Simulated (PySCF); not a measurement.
Static response to an electric field

C6H9FO.
Numbering: `[CH3:1][O:2]/[CH:3]=[CH:4]/[CH2:5]/[CH:6]=[CH:7]\[F:8]` (hydrogens: H9, H10, H11 on C1; H12 on C3; H13 on C4; H14, H15 on C5; H16 on C6; H17 on C7)

Cartesian coordinates in Å at the GFN2-xTB level; atoms count from 1:
```
atom  x, y, z in Å
C1     2.9344    0.3688    0.6882
O2     2.5401   -0.8365    0.0784
C3     1.2104   -1.0648   -0.0557
C4     0.1946   -0.3004    0.3212
C5    -1.2380   -0.6853    0.0902
C6    -1.8681    0.2365   -0.9110
C7    -2.9197    1.0003   -0.6831
F8    -3.5630    1.0118    0.5007
H9     4.0230    0.3592    0.6975
H10    2.5603    0.4351    1.7150
H11    2.5796    1.2355    0.1210
H12    1.0554   -2.0233   -0.5339
H13    0.3461    0.6571    0.7954
H14   -1.2838   -1.7092   -0.2890
H15   -1.7939   -0.6338    1.0287
H16   -1.4051    0.2858   -1.8846
H17   -3.3793    1.6752   -1.3900
```

Level: B3LYP/def2-SVPD (PySCF), static field, nuclei fixed, core orbitals frozen in the response. The polarisability tensor in these axes (au):

```
x   107.21 -12.48   2.61
y   -12.48  72.91   1.37
z     2.61   1.37  65.12
```

**Question.** Give the principal values, the mean and the anisotropy Δα = √{½[(α1 − α2)² + (α2 − α3)² + (α1 − α3)²]}.

**Answer.** Principal values 64.09, 69.78 and 111.36 au; mean 81.75 au = 12.11 Å³ = 13.48 × 10⁻⁴⁰ C²·m²/J; Δα = 44.70 au (55 % of the mean).

**Question.** What is the dipole moment, and where does it point?

**Answer.** (0.87, 0.67, -0.63) D, 1.27 D in size, pointing from the negative to the positive side. Measured along this direction, the outermost atoms are F8 and H15 at the negative end and H9 at the positive end.

**Question.** Refractivity n − 1 of an ideal gas of it at 350 K and 1 atm, from the electronic α?

**Answer.** N = p/kT = 2.0968 × 10¹⁹ cm⁻³, so n − 1 = 2π × N × 12.11 × 10⁻²⁴ cm³ = 1596 × 10⁻⁶ at long wavelengths.

**Question.** Molar refractivity from α?

**Answer.** Lorentz–Lorenz: R = (4π/3)N_A α = 2.5225 cm³/(mol·Å³) × 12.11 Å³ = 30.6 cm³/mol, in the limit of long wavelengths.

**Question.** Rayleigh depolarisation ratio (linearly polarised light, static tensor)?

**Answer.** ρ = 3Δα²/(45ᾱ² + 4Δα²) = 5994.5/(300704 + 7992.7) = 0.0194.

**Question.** Along which axes do the principal values lie, and how far do the nuclei extend along each?

**Answer.** Largest value along (0.95, -0.31, 0.04), where the nuclei span 7.53 Å; middle along (0.26, 0.88, 0.40), 3.76 Å; least along (-0.16, -0.37, 0.91), 3.07 Å. The response follows the extents in order.

**Question.** In a dilute gas of rigid molecules at 250 K, how does the orientational term μ²/3kT compare with the electronic polarisability?

**Answer.** In Gaussian units μ²/3kT = 15.48 Å³ against 12.11 Å³, a ratio of 1.28; the Debye molar polarisation (4π/3)N_A(α + μ²/3kT) is 69.6 cm³/mol, leaving out the vibrational part.

Isolated species at its GFN2-xTB geometry (one conformer only).
